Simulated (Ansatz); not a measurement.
Species: SiPH4, charge 0, doublet. SiPH4 (SMILES [SiH3][PH], doublet).
B3LYP-D3(BJ)/def2-TZVP minimum from Ansatz (a program for electronic structure):
```xyz
6

Si    -1.0291     0.0960     0.1960
P      1.1626    -0.1750    -0.2869
H     -1.8251    -0.8330    -0.6382
H     -1.4580     1.4879    -0.0877
H     -1.2885    -0.1975     1.6273
H      1.5394     0.8235     0.6571
```
Charge 0, spin multiplicity 2.

Total energies in cc-pV(T+d)Z, 13 correlated electrons, 10 frozen orbitals. UHF or UKS for unpaired electrons; spin-orbit terms are left out. Correlated methods leave the cores frozen. No relativity.

```csv
method,program,energy (Eh),minus CCSDT(Q) (mEh)
HF,Ansatz,-632.01001,317.86
MP2,Ansatz,-632.26887,59.00
CCSD,Ansatz,-632.31460,13.27
CCSD(T),Ansatz,-632.32580,2.07
CCSDT(Q),Ansatz,-632.32787,0.00
```

Rough core times of Ansatz's runs on a shared machine: CCSD(T) 50 s, CCSDT(Q) 90 min.
